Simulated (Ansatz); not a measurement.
`[GaH2][NH][SiH2]Br` → Br• + Ga• + 5 H• + N• + Si•  (atomization)

Calculated with Ansatz (gas phase, PBE0-D4/def2-TZVP geometries, no zero-point term in ΔE). CBS: MP2 limit from def2 TZ/QZ plus the TZ coupled-cluster correction, frozen cores. This one scheme is used for every species, atoms too. For atomizations the MP2-based limit and the directly extrapolated one differ by several kJ/mol either way, and by 10 to 25 for some Ge, Se and Sn compounds, so smaller differences from it don't rank the levels. DFT in def2-TZVPP. No spin–orbit coupling; open shells (•) take unrestricted orbitals. Spin–orbit coupling would lower the free atoms: a little for Si; clearly for Br, Ga. Bonds to Br, Ga are less sure, by a few kJ/mol each and by 10 to 20 or more in all where they break to atoms, as the def2 sets lack core-valence functions. Scalar relativity is left out up to krypton. Each species was taken in one conformer, which may not be the lowest.

`[GaH2][NH][SiH2]Br`:

Cartesian coordinates in Å:
```
Ga 0.624 1.734 0.128
N 0.228 0.102 -0.633
Si -0.677 -1.168 0.056
Br 0.614 -2.776 0.928
H -0.041 2.020 1.507
H 1.562 2.664 -0.702
H 0.687 -0.097 -1.511
H -1.478 -0.618 1.172
H -1.519 -1.861 -0.946
```

CCSD(T)/CBS gives +27.32 eV.

(1) Another level gave +27.08 eV. Which?
A. B2PLYP/def2-TZVPP
B. B97M-V/def2-TZVPP
C. ωB97M-V/def2-TZVPP
D. BHLYP-D4/def2-TZVPP

Largest T1 diagnostic among the species: 0.013.

Results:

(1) C. ωB97M-V 27.08, B97M-V 27.21, B2PLYP 26.68, BHLYP-D4 26.49 eV.

At CCSD(T), def2-SVP lies −2.26 eV from the extrapolated value and def2-TZVPP −0.81 eV: correlation converges slowly with the basis, and small sets miss more of it in the bonded molecule than in its fragments. The D4 term adds +0.40 eV with B3LYP and +0.21 eV with PBE0; it sums over pairs of atoms, weighted by their polarisabilities, and B3LYP, whose exchange is more repulsive, gets the larger term. From r2SCAN to r2SCAN0 (25 % exact exchange), in def2-TZVPP and without D4, ΔE moves by −0.35 eV: exact exchange takes away binding that semilocal exchange gives to molecules.

B3LYP here is the variant with VWN-RPA as its local correlation; programs differ in this.
